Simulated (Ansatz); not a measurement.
```xyz
5

Ge    0.0000    0.0000    0.0000
H     0.8875    0.8875    0.8875
H     0.8875   -0.8875   -0.8875
H    -0.8875    0.8875   -0.8875
H    -0.8875   -0.8875    0.8875
```

Basis set: def2-TZVP (spherical functions). Correlated methods keep 9 orbitals frozen. Charge 0, multiplicity 1.

Computed with Ansatz (development build ahead of 0.2.0); each method stands on the lowest determinant of its kind that the runs found. Restricted open shells among the atoms or ions are ROHF, correlated in semicanonical orbitals with singles.

Task: Give the atomization energy at this shape (free ground-state atoms in the same class of orbitals less the molecule, no zero-point energy) of singlet GeH4 by RHF-MP2, RHF.

Result:

| method | atomization energy |
| --- | --- |
| RHF-MP2 | 12.00 eV |
| RHF | 9.85 eV |
